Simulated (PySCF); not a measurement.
**Computed properties of Na(OH) (HNaO), SMILES [OH][Na]**

Na(OH) (HNaO), SMILES [Na][OH]. The structure is a stationary point at ωB97X-D3(BJ)/def2-TZVPD. The isomer is the one that the SMILES or the coordinates give; other isomers of the formula were not compared. Other conformers were not sampled. All values are computed for the isolated molecule unless a solvent is named; none is compared with measurement here.

**Structure.** The optimised structure has C∞v symmetry. All 4 harmonic modes at ωB97X-D3(BJ)/def2-TZVPD (PySCF) are real, so it is a minimum.

**Vibrations.** The strongest infrared lines (harmonic, unscaled, degenerate partners summed) lie at 222 cm⁻¹ (147 km/mol, H 87 %, O 12 %), 562 cm⁻¹ (85 km/mol, O 54 %, Na 43 %), 3999 cm⁻¹ (7 km/mol, H 94 %). The softest mode is at 222 cm⁻¹ and the zero-point energy is 7.2 kcal/mol.

**Electronic structure.** B3LYP/def2-TZVPD (PySCF) places the frontier levels at -5.06 and -1.57 eV, a gap of 3.49 eV, and gives a dipole moment of 6.63 D and a mean polarisability of 22.2 bohr³. PBE/def2-TZVPD (PySCF) at the same geometry gives -3.79 and -1.80 eV, so its gap is 1.50 eV narrower. An orbital gap is neither the optical nor the fundamental gap.

**Excitations.** TDA-B3LYP/def2-TZVPD (PySCF) has S1 at 2.61 eV (475 nm, f = 0.025, weak); the most intense of the 10 singlets computed lies at 4.63 eV (f = 0.08). Strengths of degenerate partners are summed. T1 (TDA) is at 2.56 eV, 0.05 eV under S1. TDA-PBE/def2-TZVPD (PySCF) puts S1 at 2.00 eV.

**NMR.** GIAO shifts at KT2/pcSseg-2 (PySCF) (non-relativistic, atoms alike by connectivity averaged): ¹H at -2.3 ppm against TMS.
